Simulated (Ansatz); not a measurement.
Abridged output of a molecular run in Ansatz:

```
Functional definition: HF
1393 factors; integrals over basis functions are off by at most 8.0e-4 eV
mean field evaluation 1: about -24479.3845 eV, gradient 3.0e1 eV
mean field evaluation 2: about -24479.6042 eV, gradient 3.0e1 eV
mean field evaluation 4: about -24482.1589 eV, gradient 3.6e0 eV
mean field evaluation 8: about -24482.2368 eV, gradient 2.5e-1 eV
mean field evaluation 16: about -24482.2374 eV, gradient 2.4e-6 eV
mean field -24482.23739481 eV, -899.7056296026 hartree, gradient 2.4e-6 eV, S^2 0.000000; 1 other end points of the search recorded, 0 dependent functions left out
13 core orbitals not correlated: weight in the atoms' cores, before any rotation towards them, 1.000 or more for the frozen orbitals, at most 0.000 for the correlated occupied ones
reference -24482.23739481 eV, -899.7056296026 hartree; 14, 14 occupied and 206, 206 virtual orbitals, 1393 factors
second order -20.32987978 eV of doubles, -0.00000000 eV of singles
cycle   1  -21.23218737 eV  change   -9.0e-1 eV  update   1.0e-1
cycle   2  -21.75887397 eV  change   -5.3e-1 eV  update   3.2e-2
cycle   3  -21.88181339 eV  change   -1.2e-1 eV  update   1.8e-2
cycle   4  -21.86814357 eV  change    1.4e-2 eV  update   5.7e-3
cycle   5  -21.86541913 eV  change    2.7e-3 eV  update   2.6e-3
cycle   6  -21.86630828 eV  change   -8.9e-4 eV  update   1.1e-3
cycle   7  -21.86593799 eV  change    3.7e-4 eV  update   3.8e-4
cycle   8  -21.86592074 eV  change    1.7e-5 eV  update   1.6e-4
cycle   9  -21.86602655 eV  change   -1.1e-4 eV  update   7.8e-5
cycle  10  -21.86600316 eV  change    2.3e-5 eV  update   3.6e-5
cycle  11  -21.86599153 eV  change    1.2e-5 eV  update   1.8e-5
perturbative correction -0.78963817 eV, -0.0290186676 hartree
Total energy: -24504.89302451 eV, -900.5382086376 hartree
```

Its atoms:

```xyz
9

B    -0.8591    0.8798    1.1636
Si   -0.5436   -0.0871   -0.5565
F    -1.6626   -1.1987   -0.8854
B     1.2932   -0.9213   -0.5107
Cl    2.6599    0.1457   -0.3671
H    -1.7425    0.6070    1.9197
H    -0.1064    1.7596    1.4619
H    -0.5646    0.9057   -1.6726
H     1.5257   -2.0907   -0.5531
```

(1) Which basis set was used?
A. cc-pV(D+d)Z
B. def2-SVPD
C. def2-SVP
D. def2-TZVPP

(2) Write the keys of the input that set method, charge and spin (a neutral closed shell needs none for the last two).

Answers

(1) D. It gives 233 functions.

(2) 
```yaml
correlation: {method: ccsd_t}
```
